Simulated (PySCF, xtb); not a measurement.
trans-(1R,2R)-1-bromo-2-fluorocyclopropane (C3H4BrF), SMILES C1[C@@H](F)[C@@H]1Br.

Harmonic wavenumbers (cm⁻¹) from GFN2-xTB (xtb 6.7.1) at its own minimum, in rising order: 194, 230, 313, 424, 610, 836, 897, 978, 986, 1038, 1055, 1070, 1139, 1192, 1234, 1358, 1435, 3053, 3076, 3094, 3114.

Task: What does PBE-D3(BJ)/def2-SVP run with PySCF 2.14.0 give at its own minimum? (An estimate is asked for; the answer gives what the named calculation found.)

Result: 192, 227, 314, 417, 609, 792, 872, 935, 956, 996, 1030, 1047, 1145, 1173, 1219, 1337, 1416, 3068, 3090, 3126, 3170. Paired by order, the mean absolute difference is 21 cm⁻¹ and the zero-point energies are 39.1 and 38.8 kcal/mol.
